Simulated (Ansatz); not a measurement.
The cluster Sn₄Ge⁻ was relaxed with r2SCAN-D4 (def2-SVPD) in Ansatz in these states: charge -1 doublet, charge -1 quartet. The geometries follow in no particular order.

In the def2 sets Sn takes a core potential; there is no spin–orbit coupling.

A:

```tsv
atom	x (Å)	y (Å)	z (Å)
Ge1	-0.4073	1.3234	0.4219
Sn2	-1.6545	-0.5092	-1.2408
Sn3	-0.8841	-1.1624	1.5504
Sn4	1.0879	0.5002	-1.7615
Sn5	1.8580	-0.1519	1.0300
```

B:

```xyz
5

Ge    1.387    0.309    0.382
Sn    0.149   -1.708    1.538
Sn   -0.333   -1.172   -1.376
Sn   -1.396    0.787    0.901
Sn    0.192    1.784   -1.445
```

Task: Judge from the bond lengths which geometry belongs to which state (an estimate).

Result: A is the charge -1 quartet (Sn3–Sn4 4.198 Å, Ge1–Sn5 2.771 Å, Ge1–Sn2 2.771 Å); B is the charge -1 doublet (Sn3–Sn4 3.186 Å, Ge1–Sn5 2.634 Å, Ge1–Sn2 2.634 Å).
